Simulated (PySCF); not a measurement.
Molecule: `C1CCC(C)(C)C1=O`, C$_{7}$H$_{12}$O.

Bonds (- single, = double, # triple, : aromatic): C1-C2, C2-C3, C2-C4, C4-C5, C5-C6, C6-C7, C7=O8, C7-C2. C1 carries H9, H10, H11; C3 carries H12, H13, H14; C4 carries H15, H16; C5 carries H17, H18; C6 carries H19, H20.

Frames of a GFN2-xTB Langevin trajectory at 400 K; GIAO PBE0/pcSseg-1 shieldings in PySCF 2.14.0 with density-fitted response routines, gas phase, non-relativistic; equivalent atoms averaged within each frame.

δ = σ(ref) − σ, references computed at the same level: ¹³C (186.93 ppm), ¹H (31.72 ppm) vs TMS; ¹⁷O (336.08 ppm) against H2O. The references are static minima.

How do the shifts (ppm) fluctuate along the trajectory?

Answers


```
         time (fs)     C7    C2    C4    C6  C1/C3    C5     O8  H17/H18  H19/H20  H9/H10/H11/H12/H13/H14
               250  238.8  48.1  43.9  39.2   28.9  27.5  675.5     2.44     2.33                    1.38
               425  222.8  37.3  52.7  34.8   31.2  17.9  623.2     1.81     1.50                    1.15
               625  211.8  50.5  39.3  36.9   31.8  25.2  611.7     1.78     2.29                    1.71
               800  230.9  44.1  50.8  46.9   36.7  16.0  586.3     1.97     2.33                    1.61
              1000  239.9  55.5  40.9  46.4   34.3  20.0  688.4     1.11     2.46                    2.10
    mean of frames  228.8  47.1  45.5  40.8   32.6  21.3  637.0     1.82     2.18                    1.59
standard deviation   11.8   6.9   5.9   5.5    3.0   4.9   43.4     0.47     0.39                    0.36
```

5 frames give an uncertainty of the mean of about the standard deviation over 2.2 at best, since frames this close in time may not be independent; classical motion lacks zero-point vibration, and the reference would need the same averaging.
